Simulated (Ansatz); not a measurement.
C₂H₆BrIn, SMILES [Br][In]([CH3])[CH3]. Atoms are numbered in the order given.

```xyz
10

In     0.5855     0.4591     0.0492
Br    -1.4018    -1.1275    -0.1348
C      0.2538     2.2757    -1.0892
H      1.2022     2.6819    -1.4686
H     -0.2183     3.0206    -0.4303
H     -0.4258     2.0534    -1.9230
C      2.1368    -0.3806     1.3116
H      2.9734     0.3194     1.4443
H      2.4989    -1.3088     0.8453
H      1.6962    -0.6277     2.2884
```
Charge 0, spin multiplicity 1.

The structure is a stationary point at B3LYP-D3(BJ)/def2-SVP. The structure was generated by enumeration; whether it is a known compound was not checked. The def2 effective core potentials stand for the cores of In; spin–orbit coupling is left out.

Two levels are set side by side: PBE-D3(BJ)/def2-SVP (Ansatz, an electronic-structure program) and B3LYP-D3(BJ)/def2-SVP (Ansatz). Each level has its own optimised geometry; the coordinates shown are those of the second. Differences are taken from unrounded values.

```json
[
 {"quantity": "mean bond length (Å)", "B3LYP-D3(BJ)": "1.498"},
 {"quantity": "bond In1–Br2 (Å)", "B3LYP-D3(BJ)": "2.550"},
 {"quantity": "bond In1–C3 (Å)", "B3LYP-D3(BJ)": "2.169"},
 {"quantity": "bond In1–C7 (Å)", "B3LYP-D3(BJ)": "2.169"},
 {"quantity": "bond C3–H4 (Å)", "B3LYP-D3(BJ)": "1.099"},
 {"quantity": "bond C3–H5 (Å)", "B3LYP-D3(BJ)": "1.101"},
 {"quantity": "bond C3–H6 (Å)", "B3LYP-D3(BJ)": "1.098"},
 {"quantity": "bond C7–H8 (Å)", "B3LYP-D3(BJ)": "1.099"},
 {"quantity": "bond C7–H9 (Å)", "B3LYP-D3(BJ)": "1.100"},
 {"quantity": "bond C7–H10 (Å)", "B3LYP-D3(BJ)": "1.100"}
]
```

What does PBE-D3(BJ) give, and how far is it from B3LYP-D3(BJ)? (Estimate from the structure and the level; the computed values follow.)


| quantity | PBE-D3(BJ) | PBE-D3(BJ) minus B3LYP-D3(BJ) |
|---|---|---|
| mean bond length (Å) | 1.503 | 0.005 |
| bond In1–Br2 (Å) | 2.550 | 0.001 |
| bond In1–C3 (Å) | 2.169 | -0.001 |
| bond In1–C7 (Å) | 2.169 | 0.000 |
| bond C3–H4 (Å) | 1.106 | 0.007 |
| bond C3–H5 (Å) | 1.107 | 0.007 |
| bond C3–H6 (Å) | 1.107 | 0.009 |
| bond C7–H8 (Å) | 1.106 | 0.007 |
| bond C7–H9 (Å) | 1.107 | 0.007 |
| bond C7–H10 (Å) | 1.107 | 0.007 |

GGA bonds tend to be longer and softer than those of functionals with exact exchange. Differences between two approximate levels are no errors against the true value.
